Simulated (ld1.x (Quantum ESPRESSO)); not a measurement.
# Ge (Z = 32), ultrasoft: configuration errors across variants

ld1.x (Quantum ESPRESSO) 7.5 input, shortened:

```
&input
   title='Ge', zed=32., rel=1, dft='PBE', iswitch=3,
   config='[Ar] 3d10 4s2 4p1.5'
 /
 &inputp
   pseudotype=3, tm=.true., lloc=-1, rcloc=2.10,
   nlcc=.false.,
   which_augfun='PSQ', rmatch_augfun_nc=.true.
 /
6
4S  1  0   2.00   0.00  1.45  1.55  0.0
4S  1  0   0.00  -0.15  1.45  1.55  0.0
4P  2  1   1.50   0.00  2.10  2.40  0.0
4P  2  1   0.00   0.60  2.10  2.40  0.0
3D  3  2  10.00   0.00  1.35  1.45  0.0
3D  3  2   0.00  -2.15  1.35  1.45  0.0
 &test
   configts(1)='3d10 4s2 4p1.5'
 /
```

All-electron excitation energies from the reference (eV): (1) 3d10 4s2 4p2 -2.802; (2) 3d10 4s2 4p1 4.642; (3) 3d10 4s2 4p0 20.081.

The overlap operator is not positive definite (basis up to 400 Ry) in “augmentation built from norm-conserving waves at rcut, not smoothed further”. Such files are unfit for use, however small their errors in these radial tests.

Tests that are not counted but printed errors over 1 eV. “waves 4s (bound): rcut 1.45, rcutus 2.08 bohr; 4s channel at -0.15 Ry: rcut 1.45, rcutus 2.08 bohr”: 3d9 4s2 4p2 (converged, but collapsed or in another state, printed error -55.8 eV).

2 further variants failed, have other tests or too few solved ones, and are left out.

A true bound ghost makes a file unfit for plane-wave use even where its test errors are small: the radial tests pick states by their node count and pass the ghost by.

Errors AE − PS in meV (a dash: test not solved or not reliable):

| change | (1) | (2) | (3) | bound ghosts |
| --- | --- | --- | --- | --- |
| base | +0.4 | -0.6 | -0.4 | s |
| waves 4p (bound): rcut 1.92, rcutus 2.04 bohr; 4p channel at 0.6 Ry: rcut 1.92, rcutus 2.04 bohr | +0.4 | -0.5 | -0.3 | s |
| local potential all-electron potential smoothed inside 1.70 bohr (lloc = -2) | +0.4 | -0.6 | -0.4 | none |
| local potential all-electron potential smoothed inside 1.86 bohr (lloc = -1) | +0.4 | -0.6 | -0.4 | none |
| waves 4s (bound): rcut 1.45, rcutus 2.08 bohr; 4s channel at -0.15 Ry: rcut 1.45, rcutus 2.08 bohr | +0.4 | -0.6 | -0.4 | none |
| wave 4p channel at 0.6 Ry: rcut 2.10, rcutus 2.40 bohr becomes 4p channel at -0.26 Ry: rcut 2.10, rcutus 2.40 bohr | +0.4 | -0.6 | -0.4 | s |
| augmentation built from norm-conserving waves at rcut, not smoothed further | +0.4 | -0.6 | -0.2 | not determined (overlap not positive) |

Q: Give the same row for: type PAW; local potential all-electron potential smoothed inside 2.15 bohr (lloc = -1); core correction a·sin(br)/r model core, default radius (ld1.x builds one for every PAW set, though the input has nlcc=.false.); augmentation BESSEL, radius 1.30 bohr.

A: +0.4, -0.8, -21; bound ghosts: s.
